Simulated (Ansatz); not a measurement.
The cluster Li₉O₅, relaxed as a doublet with UKS PBE-D4/def2-SVP in Ansatz, starting from the GFN2-xTB geometry. Force threshold 0.02 eV/Å.

The relaxation made no stability test and no search for a lower SCF solution. Another isomer (doublet) lies 0.27 eV lower at PBE0-D4/def2-TZVP; other spin states weren't run for this one.

Start:

```xyz
14

Li   -0.412    1.638   -0.196
Li    1.513    1.546    1.270
Li    0.246   -1.981   -1.506
Li    0.630   -1.462    1.925
Li   -1.113    0.671    1.847
Li    0.767    0.671   -2.013
Li    1.322   -0.346    0.074
Li   -1.980    0.316   -1.495
Li   -1.003   -0.939    0.087
O     0.491   -1.939    0.237
O     0.587    0.288    2.067
O     1.322    1.377   -0.493
O    -0.534   -0.504   -2.044
O    -1.835    0.664    0.240
```

```csv
step,energy (eV),largest force component (eV/Å),SCF passes
1,-12066.8645,0.572,26
2,-12067.0115,0.327,27
3,-12067.1292,0.195,32
4,-12067.1478,0.052,25
5,-12067.1513,0.033,27
6,-12067.1530,0.012,26
```

Force components are those of the run's own axes.

End:

```xyz
14

Li   -0.305    1.208   -0.141
Li    1.626    1.657    1.208
Li    0.268   -1.951   -1.518
Li    0.593   -1.440    1.934
Li   -1.292    0.738    1.933
Li    0.897    0.797   -2.121
Li    1.415   -0.372    0.132
Li   -2.137    0.376   -1.458
Li   -1.064   -1.013    0.034
O     0.510   -2.010    0.247
O     0.496    0.384    1.845
O     1.514    1.373   -0.556
O    -0.511   -0.331   -1.854
O    -2.010    0.585    0.315
```

Bonds formed: Li1–O11, Li1–O13 (atoms count from 1).

No frequencies were taken in this run, so the end may be a saddle point.

Run time 23 s (4 threads of Arm Neoverse V2 on a shared host).
